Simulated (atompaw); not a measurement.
fluorine: PAW (atompaw) pseudisation with PBEsol, non-relativistic reference atom.

fluorine (F), PAW, made with atompaw 4.2.0.5 (PBEsol, non-relativistic). Core [He], reference 2s2 2p4.5 (charge +0.5). Waves: 2s (bound): rc 1.00 bohr; 2s channel at -1.6 Ry: rc 0.55 bohr; 2p (bound): rc 1.00 bohr; 2p channel at 0.2 Ry: rc 1.00 bohr. Local part: troulliermartins scheme with l = 2 at 0.5 Ry, radius 0.70 bohr. Core correction: smooth core density matched at 1.00 bohr. Augmentation charge: sinc compensation charge, radius 1.00 bohr; PAW radius 1.00 bohr; waves and projectors: custom rrkj vanderbiltortho.

(1) Estimate the cutoffs (Ry, on a coarse ladder) from which the occupation-weighted sum of valence levels, in a spherical-Bessel basis at the reference potential, stays within 10 and 1 mRy of its value at 400 Ry.

(2) What does a ghost test show?

(3) Is the overlap operator S = 1 + Σ q|β⟩⟨β| positive definite (Bessel basis up to 400 Ry)?

(4) Which valence shell sets the plane-wave cutoff?

## Answers

(1) 70 Ry and 120 Ry.

(2) No extra level below or beside the all-electron valence levels (s, p, d, f tested).

(3) Barely: its lowest eigenvalue is 0.012 (s channel).

(4) 2p: its level needs 80 Ry to come within 1 mRy, against 40 Ry for 2s.
